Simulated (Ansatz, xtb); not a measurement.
Two isomers of C4H9NSSe

We compare I, `CCC[Se]C(N)=S`, a singlet, with II, `CN(C)C(=S)C[SeH]`, a singlet. Both are isolated molecules in the gas phase, relaxed with PBE0-D3(BJ)/def2-SVP, each in the lowest conformer that the search found.

Quicker runs give these differences E(II) − E(I): GFN2-xTB −15.9 kJ/mol; HF/STO-3G +66.1 kJ/mol (at GFN2-xTB geometries); r2SCAN-D4/def2-SVP +55.7 kJ/mol (at GFN2-xTB geometries).

**Question.** Which of the two would you expect CCSD(T)/def2-SVP + ΔMP2/def2-TZVPP electronic energies to favour?

**Answer.** Structure I; the calculation gives E(II) − E(I) = +53.7 kJ/mol.

The same difference at several levels:

```tsv
level	geometry	E(II) − E(I) (kJ/mol)	departure from the last row (kJ/mol)	job, with rough time for the two
GFN2-xTB	GFN2-xTB	−15.9	−69.6	optimisation, 0.75 s
HF/STO-3G	GFN2-xTB	+66.1	+12.3	single point, 0.72 s
r2SCAN-D4/def2-SVP	GFN2-xTB	+55.7	+2.0	single point, 5.8 s
PBE0-D3(BJ)/def2-SVP	PBE0-D3(BJ)/def2-SVP	+49.4	−4.3	optimisation, 97 s
HF/def2-SVP	PBE0-D3(BJ)/def2-SVP	+40.4	−13.3	part of the CCSD(T) run
MP2/def2-SVP	PBE0-D3(BJ)/def2-SVP	+43.9	−9.8	part of the CCSD(T) run
CCSD(T)/def2-SVP	PBE0-D3(BJ)/def2-SVP	+36.9	−16.8	single point
CCSD(T)/def2-SVP + ΔMP2/def2-TZVPP	PBE0-D3(BJ)/def2-SVP	+53.7		single point, 3.2 min
```

As drawn, II has 2 C–N, 1 C–H, 1 Se–H in place of 1 C–C, 1 C–Se, 2 N–H.

GFN2-xTB puts the two in the other order. The largest departure from CCSD(T)/def2-SVP + ΔMP2/def2-TZVPP is that of GFN2-xTB, 69.6 kJ/mol. A small imaginary or near-zero mode remains, so no thermal terms are given. The last row adds to CCSD(T) the change of the MP2 difference between the two basis sets, here +16.8 kJ/mol, a large step that makes the value less sure.

The correlated steps freeze 19 core orbitals; the filled d shell of Se is correlated, in a basis made for valence electrons. Programs: Ansatz 0.2.0, xtb 6.7.1; the last row on 4 threads of Arm Neoverse V1 on a shared host.
